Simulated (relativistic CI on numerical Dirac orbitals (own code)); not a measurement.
## Ag²⁹⁺: sensitivity of the levels to the model

Base calculation: Dirac-Coulomb-Breit CI, separate exchange-only KLI orbitals for each configuration, model QED, unscaled Slater integrals.

Configuration list (outside the closed core [Ne]): 3s2 3p6, 3s2 3p5 3d, 3s 3p6 3d, 3s2 3p5 4s, 3s2 3p5 4p, 3s2 3p5 4d, 3s 3p6 4s, 3p6 3d 4p, 3p6 3d2, 3p5 3d3, 3p5 3d2 4s, 3p5 3d2 4p, 3p5 3d2 4d, 3p6 3d 4s, 3p5 3d 4s2, 3p5 3d 4s 4p, 3p5 3d 4s 4d. Double excitations out of closed p, d and f shells are left out; levels of such configurations are missing from the list, as are those of other unlisted configurations, and high levels can miss mixing partners.

The lowest level and the first level of each name with at least 55 % of one term (blank where a level has no safe partner in the second run):

| Level | Base (eV) | Shift (eV) |
| --- | --- | --- |
| 3s2 3p6 1S_0 | 0.000 | 0.000 |
| 3s2 3p5 3d 3P°_0 | 129.538 | -0.035 |
| 3s2 3p5 3d 3P°_1 | 133.339 | -0.035 |
| 3s2 3p5 3d 3F°_3 | 138.683 | -0.035 |
| 3s2 3p5 3d 3F°_4 | 143.206 | -0.035 |
| 3s2 3p5 3d 3D°_3 | 152.900 | -0.035 |
| 3s2 3p5 3d 3D°_1 | 163.851 | -0.036 |
| 3s2 3p5 3d 3F°_2 | 176.706 | -0.035 |
| 3s2 3p5 3d 1P°_1 | 208.030 | -0.044 |
| 3s 3p6 3d 3D_1 | 288.098 | +0.046 |
| 3s 3p6 3d 3D_2 | 290.255 | +0.044 |
| 3s 3p6 3d 3D_3 | 296.552 | +0.039 |
| 3s 3p6 3d 1D_2 | 306.169 | +0.037 |
| 3p6 3d2 3F_2 | 584.822 | +0.109 |
| 3p6 3d2 3F_3 | 591.733 | +0.089 |
| 3p6 3d2 3P_0 | 596.090 | +0.157 |
| 3p6 3d2 3F_4 | 596.904 | +0.090 |
| 3p6 3d2 3P_1 | 600.449 | +0.135 |
| 3p6 3d2 1G_4 | 606.114 | +0.128 |
| 3p6 3d2 1S_0 | 624.661 | +0.215 |
| 3p5 3d3 5D°_0 | 712.528 | +0.410 |
| 3p5 3d3 5S°_2 | 716.825 | +0.381 |

At this charge energies of transitions that change n are usually good to better than 1 %, and those within a shell (Δn = 0) to a few per cent.

Question: One thing was changed in a second run, which moved the levels as shown. Which?
A. one mean potential for all configurations
B. configuration mixing switched off
C. Breit term removed
D. QED terms removed
E. non-relativistic limit

Answer: A. One mean potential for all configurations. One potential for all configurations removes the relaxation of the orbitals, which moves whole configurations and changes the integrals a little.

LS names give the leading component of a level, which can be under half, so a name can repeat, a term be missing and a line seem to break the LS rules.
